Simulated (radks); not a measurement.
Question: These are the eigenvalues of the occupied orbitals of an atom or ion with whole-number occupations (hartree). Calculated with a radial shooting solver on a logarithmic mesh with Libxc functionals: scalar-relativistic Kohn-Sham, r2SCAN, spin-polarised, spherical densities, finite nucleus; meta-GGA in the generalised Kohn-Sham scheme; Fermi nuclear charge, rms radius of each element as measured or else 0.836 A^(1/3) + 0.57 fm.

| orbital | eigenvalue |
|---|---|
| 1s up | -3334.480 |
| 1s down | -3334.478 |
| 2s down | -600.5124 |
| 2s up | -600.5124 |
| 2p up | -513.7840 |
| 2p down | -513.7832 |
| 3s up | -145.6332 |
| 3s down | -145.6327 |
| 3p up | -120.7497 |
| 3p down | -120.7490 |
| 3d up | -95.66701 |
| 3d down | -95.66636 |
| 4s up | -33.92405 |
| 4s down | -33.92270 |
| 4p up | -25.73665 |
| 4p down | -25.73526 |
| 4d up | -16.31901 |
| 4d down | -16.31740 |
| 5s up | -6.20547 |
| 5s down | -6.20107 |
| 4f up | -5.96905 |
| 4f down | -5.96715 |
| 5p up | -3.90899 |
| 5p down | -3.90654 |
| 5d up | -1.32265 |
| 5d down | -1.31481 |
| 6s up | -0.85550 |
| 6s down | -0.78819 |
| 6p up | -0.45402 |

Which element is it, and in what charge state? The configuration may be excited. Open shells, if any, are filled with parallel spins first.

Answer: Z = 83, bismuth, charge +1: Bi+ in [Hg] 6p2. The list shows which subshells hold electrons but not how many an open one holds; the 1s level, -3334.5 hartree, gives Z - s = 81.7 by -(Z - s)^2/2, which with screening and relativity narrows Z to a few neighbours, and the depths of the outer levels then fix element, charge and occupations together.
